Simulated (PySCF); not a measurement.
Frontier orbitals and the lowest excitations

Compound: C₅H₁₀AlF₃O.
Atom-mapped SMILES: `[F:1][C:2]([F:3])([F:4])[C@@H:5]1[CH2:6][CH2:7][CH2:8][O+:9]1[AlH3-:10]` (hydrogens: H11 on C5; H12, H13 on C6; H14, H15 on C7; H16, H17 on C8; H18, H19, H20 on Al10)

Structure used (PBE0-D3(BJ)/def2-SVP), in Å, numbered top down from 1:
```
atom  x, y, z in Å
F1    -0.8376   -2.5613   -0.7849
C2    -1.4585   -1.4339   -0.4703
F3    -2.5854   -1.7360    0.1761
F4    -1.7892   -0.8142   -1.6089
C5    -0.5927   -0.5426    0.4051
C6    -1.2591    0.7945    0.7530
C7    -0.2093    1.8361    0.3611
C8     0.5342    1.1516   -0.7639
O9     0.5942   -0.2200   -0.3237
Al10   2.3767   -1.0844    0.0479
H11   -0.2894   -1.1333    1.2820
H12   -2.1815    0.9258    0.1694
H13   -1.5278    0.8411    1.8157
H14    0.4831    2.0250    1.1956
H15   -0.6499    2.7948    0.0556
H16    1.5687    1.4910   -0.9049
H17   -0.0059    1.1878   -1.7224
H18    3.1061    0.2323    0.6194
H19    2.8259   -1.5868   -1.4008
H20    1.8499   -2.1529    1.1225
```

Computed with TDDFT PBE0/def2-SVPD, vertical, gas phase, core orbitals frozen in the response in PySCF 2.14.0, density-fitted response routines.

Frontier orbitals with the atoms that hold most of them (Löwdin shares over 4%, at most four atoms; ? is withheld):

```csv
orbital,ε (eV),atoms
LUMO+2,0.78,"Al10 12%, H15 10%, H11 8%, H17 8%"
LUMO+1,0.45,"Al10 38%, O9 6%, H19 5%, H20 5%"
LUMO,-0.03,?
HOMO,?,"Al10 36%, H19 29%, H18 26%, O9 5%"
HOMO-1,-7.62,?
HOMO-2,-9.63,"O9 42%, C8 11%, H17 7%, C5 7%"
HOMO-3,-10.13,"Al10 30%, O9 16%, H18 15%, H20 14%"
```

Q: Give the leading atoms of the HOMO-1.

A: Al10 (bonded to O and 3 H) 36%; H20 (bonded to Al) 36%; H18 (bonded to Al) 11%; H19 (bonded to Al) 9%. By element: hydrogen 56% or more, aluminium 36%.

Q: Which atoms hold the LUMO, and with what shares?

A: Al10 (bonded to O and 3 H) 19%; C6 (bonded to 2 C and 2 H) 9%; C7 (bonded to 2 C and 2 H) 9%; H13 (bonded to C) 7%. By element: aluminium 19%, carbon 18% or more, hydrogen 7% or more.

Q: What is the HOMO energy, and the HOMO–LUMO gap?

A: ε(HOMO) = -7.46 eV; the gap is 7.43 eV (0.2730 hartree).

Q: How does S1 compare with the orbital gap of 7.43 eV?

A: S1 is at 6.26 eV (f = 0.0062), 1.17 eV below the gap, made of HOMO→LUMO (78%), HOMO→LUMO+1 (18%). Without the coupling terms of the response equations the lowest excitation would equal the gap.

Q: One configuration dominates each of S1, S2, S3 and S4. Which, and how do the shares of the two leading atoms of either orbital change from the occupied to the empty one?

A: 
- S1 (6.26 eV, f 0.0062), HOMO→LUMO (78%): Al10 36% → 19%, H19 29% → at most 7%, C6 at most 4% → 9%
- S2 (6.42 eV, f 0.0092), HOMO-1→LUMO (80%): Al10 36% → 19%, H20 36% → at most 7%, C6 at most 9% → 9%
- S3 (6.92 eV, f 0.043), HOMO→LUMO+1 (77%): Al10 36% → 38%, H19 29% → 5%, O9 5% → 6%
- S4 (7.06 eV, f 0.031), HOMO-1→LUMO+1 (76%): Al10 36% → 38%, H20 36% → 5%, O9 at most 9% → 6%

One conformer stands for the species.
